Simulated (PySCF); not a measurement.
Computed IR spectrum (relative IR intensity) of a molecule C5H10O. Geometry optimised at B3LYP-D3(BJ)/def2-SVP. One conformer was computed; it need not be the lowest. The numbers are results of B3LYP-D3(BJ)/def2-SVP in PySCF 2.14.0, not measurements. No scaling factor is applied to the harmonic values.

ν (cm⁻¹): 114 (m), 216 (m), 221 (s), 256 (vw), 514 (m), 698 (w), 868 (w), 930 (w), 954 (w), 1030 (w), 1052 (vw), 1059 (w), 1116 (s), 1203 (vs), 1302 (w), 1362 (w), 1408 (vw), 1425 (w), 1462 (w), 1474 (w), 1501 (w), 2944 (vs), 2976 (vs), 3014 (s), 3083 (m), 3112 (m), 3120 (m), 3124 (m), 3226 (w), 3847 (s) (against the strongest line: vs over 80 %, s over 45 %, m over 15 %, w over 4 %, vw less)

Q: Which structure fits?
A. CC1(CO)CC1
B. C=COCCC
C. C[C@H]1C[C@@H](O)C1
D. C=C(C)OCC

A: A, CC1(CO)CC1
